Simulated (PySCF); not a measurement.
**Ionisation energy of Ta⁺ by level of theory**

Ta⁺ [Xe] 4f14 5d3 6s1 (5F) → Ta²⁺ [Xe] 4f14 5d3 (4F), as a difference of total energies. Calculation: PySCF 2.14, in aug-cc-pVDZ-PP with ECP60MDF; a scalar-relativistic core potential. Correlated levels: valence: 5s2 5p6 frozen. The calculations carry no spin-orbit coupling.

```json
{"method": "UHF", "ionisation energy (eV)": "14.176"}
{"method": "MP2 (valence)", "ionisation energy (eV)": "14.490"}
{"method": "SCS-MP2 (valence)", "ionisation energy (eV)": "14.281"}
{"method": "CCSD (valence)", "ionisation energy (eV)": "14.580"}
{"method": "CCSD(T) (valence)", "ionisation energy (eV)": "14.584"}
```

**Question.** How much does correlation contribute at CCSD(T) (valence)?

**Answer.** 14.584 − (14.176) = 0.408 eV, measured against UHF.

The reference lies between the lowest fine-structure levels, while these numbers refer to the centres of the terms.

Errors of the correlated levels include the incompleteness of this basis and the frozen core.

Every method misses the reference by a wide margin, which points to the basis or the choice of state and not to the methods.

For comparison: 16.2 ± 0.5 eV (semi-empirical (NIST evaluation); NIST Atomic Spectra Database, ionization energies).
